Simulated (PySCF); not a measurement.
AlI2, SMILES [I][Al][I], multiplicity 2. Atoms are numbered in the order given.

```xyz
3

Al     0.0000     0.0000     1.1173
I      0.0000    -2.1812    -0.1370
I      0.0000     2.1812    -0.1370
```
Charge 0, spin multiplicity 2.

Geometry optimised at B3LYP-D3(BJ)/def2-SVP. The multiplicity is an assumed one; other spin states were not compared. The isomer is the one that the SMILES or the coordinates give; other isomers of the formula were not compared. The def2 effective core potentials stand for the cores of I; spin–orbit coupling is left out.

Level of theory: PySCF with CAM-B3LYP/def2-TZVPD.

Mulliken values depend strongly on the basis, most of all with diffuse functions as here. ESP charges are fitted to the potential on shells at 1.4 to 2.0 van der Waals radii. Atomic charges (e):

```
atom  Mulliken     ESP fit  Mulliken spin
----  --------  ----------  -------------
Al1       0.26  (withheld)           0.70
I2       -0.13  (withheld)           0.15
I3       -0.13  (withheld)           0.15
```

Question: Some entries are withheld; supply them. (Estimate from the structure and the level; the computed values follow.)

Answer: 
- Al1, ESP fit: 0.28
- I2, ESP fit: -0.14
- I3, ESP fit: -0.14
